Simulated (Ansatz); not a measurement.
Geometry optimisation, RKS PBE0-D4/def2-SVP in Ansatz.

The input (input.yaml):

```yaml
crystal:
  periodic: [false, false, false]
  atoms:
    - { symbol: Al, position_ang: [0.257457, 0.887018, -0.140306] }
    - { symbol: Cl, position_ang: [2.055796, 0.530536, 1.071224] }
    - { symbol: C, position_ang: [0.016281, -0.004865, -1.828913] }
    - { symbol: Cl, position_ang: [-1.003734, 2.380869, 0.626741] }
    - { symbol: H, position_ang: [0.358375, -1.150639, 2.172797] }
    - { symbol: O, position_ang: [-0.577333, -1.299558, 1.971365] }
    - { symbol: H, position_ang: [0.141695, -1.090973, -1.696714] }
    - { symbol: H, position_ang: [0.770318, 0.331171, -2.5592] }
    - { symbol: H, position_ang: [-0.982213, 0.185038, -2.249575] }
    - { symbol: H, position_ang: [-1.036542, -0.768596, 2.632481] }
basis:
  gaussian: { orbitals: def2-SVP }
hamiltonian:
  xc: pbe0
  dispersion: d4
relax:
  f_tol: 0.03
  max_steps: 50
```

Launched with:

```bash
$ ansatz run input.yaml --threads 2 --pin off --max-ram 3072MiB --backend cpu --events-out ev --progress --plain --runs-dir out
```

Task: Where does it end, and by what steps?

Result: It converged. The force dipped under the threshold on the way, but the program's further checks kept it going. After 16 steps the energy has fallen by 0.929 eV; H10 moved furthest, 0.78 Å. Joined: Al1–O6.

```json
{"step": "0", "energy less start (eV)": "0.0000", "largest force component (eV/Å)": "0.909", "accepted": "yes"}
{"step": "1", "energy less start (eV)": "-0.1616", "largest force component (eV/Å)": "0.917", "accepted": "yes"}
{"step": "2", "energy less start (eV)": "-0.3938", "largest force component (eV/Å)": "1.287", "accepted": "yes"}
{"step": "3", "energy less start (eV)": "-0.7393", "largest force component (eV/Å)": "0.716", "accepted": "yes"}
{"step": "4", "energy less start (eV)": "-0.8288", "largest force component (eV/Å)": "1.306", "accepted": "yes"}
{"step": "5", "energy less start (eV)": "-0.8916", "largest force component (eV/Å)": "0.424", "accepted": "yes"}
{"step": "6", "energy less start (eV)": "-0.8942", "largest force component (eV/Å)": "0.318", "accepted": "yes"}
{"step": "7", "energy less start (eV)": "-0.9192", "largest force component (eV/Å)": "0.186", "accepted": "yes"}
{"step": "8", "energy less start (eV)": "-0.9265", "largest force component (eV/Å)": "0.051", "accepted": "yes"}
{"step": "9", "energy less start (eV)": "-0.9277", "largest force component (eV/Å)": "0.058", "accepted": "yes"}
{"step": "10", "energy less start (eV)": "-0.9287", "largest force component (eV/Å)": "0.016", "accepted": "yes"}
{"step": "11", "energy less start (eV)": "-0.9287", "largest force component (eV/Å)": "0.108", "accepted": "no"}
{"step": "12", "energy less start (eV)": "-0.9291", "largest force component (eV/Å)": "0.013", "accepted": "yes"}
{"step": "13", "energy less start (eV)": "-0.9278", "largest force component (eV/Å)": "0.173", "accepted": "no"}
{"step": "14", "energy less start (eV)": "-0.9293", "largest force component (eV/Å)": "0.011", "accepted": "yes"}
{"step": "15", "energy less start (eV)": "-0.9293", "largest force component (eV/Å)": "0.059", "accepted": "no"}
{"step": "16", "energy less start (eV)": "-0.9295", "largest force component (eV/Å)": "0.011", "accepted": "yes"}
```

```xyz
10
Properties=species:S:1:pos:R:3
Al 0.268 0.511 0.177
Cl 2.228 0.409 1.048
C 0.000 -0.122 -1.632
Cl -0.929 2.129 0.919
H 0.228 -1.061 2.054
O -0.498 -0.804 1.460
H 0.466 -1.108 -1.790
H 0.452 0.574 -2.358
H -1.071 -0.205 -1.881
H -1.145 -0.322 2.002
```

The run took 45 s on 2 threads of Arm Neoverse V2 (shared host), peak memory 0.24 GiB.
